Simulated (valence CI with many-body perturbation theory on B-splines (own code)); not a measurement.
E1 transitions of Nd¹¹⁺

Calculated by relativistic CI+MBPT: three valence electrons over a frozen Dirac-Fock core [Kr] 4d10, radial functions for each j: 8 s, 8 p, 9 d, 9 f, 6 g, 3 h, 2 i, with the one-electron correlation potential Σ1 (screened to all orders), the two-electron term Σ2, the three-electron term Σ3, Breit, model QED; selected single and double excitations, second order for the rest (own B-spline code, finite nucleus).

No measured levels were compared; by estimate terms of the open shell hold to a few per cent of their energy, and close levels can change places; configurations with another count of f electrons can be misplaced by thousands of cm⁻¹. Core correlation moves these levels by up to 48000 cm⁻¹, and in measured spectra 5 to 20 % of such shifts remained as error; rates that hang on mixing are uncertain with them.

Lines 1 to 50 of 208 in falling wavelength, among levels below 304670 cm⁻¹, chosen from the strongest by gf and those to the six lowest levels. Wavelengths and rates use the calculated energies, so an error of 3000 cm⁻¹ moves a line at 309.5 nm by 9.3 % and its rate by three times that or more. Electric multipoles are in the length gauge, E1 and E2 with the static RPA response of the core. Weak lines are less certain than strong ones. Lines between different terms over intervals too small for the method are left out, as are lines whose strength nearly cancels. Where a level lies close to another of its J and parity, the split of strength between their lines is uncertain. The highest levels of a list are the least certain.

Names give the largest LS component (configuration and term), which can be under half, so a name can repeat, a term be missing and a line seem to break the LS rules; names also repeat where a configuration has a term twice. Letters in brackets count levels of one name in rising energy.

```csv
λ vac (nm),Upper,Lower,A (s⁻¹),S (a.u.)
309.5,4f²5s ⁴F_3/2,5s²5p ²P°_3/2,2.60e+01,1.52e-06
300.1,4f²5s ⁴F_5/2,5s²5p ²P°_3/2,2.30e+02,1.84e-05
225.1,4f²5s ²F_5/2,5s²5p ²P°_3/2,5.84e+03,1.97e-04
196.5,4f5s5p ⁴G_5/2,5s²5p ²P°_3/2,6.21e+04,1.39e-03
185.8,4f²5s ²D_5/2,5s²5p ²P°_3/2,3.98e+05,7.57e-03
184.8,4f²5s ²D_3/2,5s²5p ²P°_3/2,2.00e+04,2.49e-04
175.0,4f²5s ⁴P_1/2,5s²5p ²P°_3/2,1.22e+04,6.43e-05
171.9,4f²5s ⁴P_3/2,5s²5p ²P°_3/2,3.91e+04,3.92e-04
171.0,4f5s5p ⁴F_3/2,5s²5p ²P°_3/2,4.52e+04,4.47e-04
166.6,4f²5s ⁴P_5/2,5s²5p ²P°_3/2,2.43e+04,3.32e-04
164.1,4f5s5p ⁴F_5/2,5s²5p ²P°_3/2,4.02e+05,5.26e-03
145.8,4f²5s ²P_1/2,5s²5p ²P°_3/2,1.40e+05,4.30e-04
145.3,4f²5p ⁴H°_7/2,4f5s5p ²F_5/2 [b],3.29e+06,3.98e-02
145.0,4f5s5p ²F_5/2 [a],5s²5p ²P°_3/2,1.04e+06,9.35e-03
142.6,4f²5s ²P_3/2,5s²5p ²P°_3/2,4.90e+05,2.81e-03
128.7,4f²5s ⁴F_3/2,5s²5p ²P°_1/2,5.96e+03,2.51e-05
103.2,4f5s5p ⁴D_5/2,5s²5p ²P°_3/2,2.88e+06,9.38e-03
101.6,4f²5s ²S_1/2,5s²5p ²P°_3/2,3.75e+06,3.89e-03
100.5,4f²5s ²D_3/2,5s²5p ²P°_1/2,2.34e+06,4.69e-03
99.00,4f5s5p ⁴D_3/2,5s²5p ²P°_3/2,1.63e+05,3.12e-04
97.54,4f²5s ⁴P_1/2,5s²5p ²P°_1/2,5.17e+05,4.74e-04
96.63,4f5s5p ⁴D_1/2,5s²5p ²P°_3/2,1.82e+03,1.62e-06
96.56,4f²5s ⁴P_3/2,5s²5p ²P°_1/2,7.05e+05,1.25e-03
96.29,4f5s5p ⁴F_3/2,5s²5p ²P°_1/2,3.77e+06,6.64e-03
93.08,4f5s5p ²D_5/2 [a],5s²5p ²P°_3/2,9.84e+06,2.35e-02
87.76,4f²5s ²P_1/2,5s²5p ²P°_1/2,3.79e+06,2.53e-03
86.76,4f5s5p ²D_3/2 [a],5s²5p ²P°_3/2,2.87e+06,3.70e-03
86.59,4f²5s ²P_3/2,5s²5p ²P°_1/2,1.81e+05,2.31e-04
83.91,4f²5s ⁴H_7/2,4f5s² ²F°_7/2,1.13e+03,2.63e-06
83.09,5s5p² ⁴P_1/2,5s²5p ²P°_3/2,1.70e+07,9.61e-03
82.79,4f²5s ⁴H_9/2,4f5s² ²F°_7/2,1.86e+04,5.22e-05
81.05,4f²5s ⁴H_7/2,4f5s² ²F°_5/2,7.04e+03,1.48e-05
78.38,4f²5s ⁴F_5/2,4f5s² ²F°_7/2,1.68e+05,2.39e-04
77.58,4f²5s ⁴F_7/2,4f5s² ²F°_7/2,5.01e+04,9.23e-05
77.32,4f²5p ⁴H°_9/2,4f5s5p ²G_7/2 [a],7.15e+06,1.63e-02
77.09,4f²5s ⁴F_9/2,4f5s² ²F°_7/2,1.17e+06,2.66e-03
76.46,4f²5s ⁴F_3/2,4f5s² ²F°_5/2,6.69e+05,5.90e-04
76.13,4f5s5p ²F_5/2 [b],5s²5p ²P°_3/2,8.35e+06,1.09e-02
75.88,4f²5s ⁴F_5/2,4f5s² ²F°_5/2,1.11e+05,1.43e-04
75.84,4f²5s ²H_9/2,4f5s² ²F°_7/2,4.13e+03,8.89e-06
75.13,4f²5s ⁴F_7/2,4f5s² ²F°_5/2,1.78e+05,2.97e-04
74.19,4f²5s ²G_7/2,4f5s² ²F°_7/2,5.89e+05,9.49e-04
73.29,4f²5s ²G_9/2,4f5s² ²F°_7/2,1.93e+06,3.76e-03
73.23,4f³ ⁴S°_3/2,4f²5s ⁴P_5/2,2.17e+07,1.68e-02
72.99,4f²5p ²D°_3/2,4f²5s ²P_1/2,7.41e+07,5.69e-02
72.10,4f²5s ²F_5/2,4f5s² ²F°_7/2,2.80e+05,3.10e-04
71.94,4f²5s ²G_7/2,4f5s² ²F°_5/2,4.55e+05,6.70e-04
71.00,4f²5p ⁴I°_11/2,4f²5s ²I_11/2,7.14e+06,1.51e-02
70.31,4f²5s ²F_7/2,4f5s² ²F°_7/2,1.07e+06,1.47e-03
69.98,4f²5s ²F_5/2,4f5s² ²F°_5/2,1.72e+06,1.74e-03
```
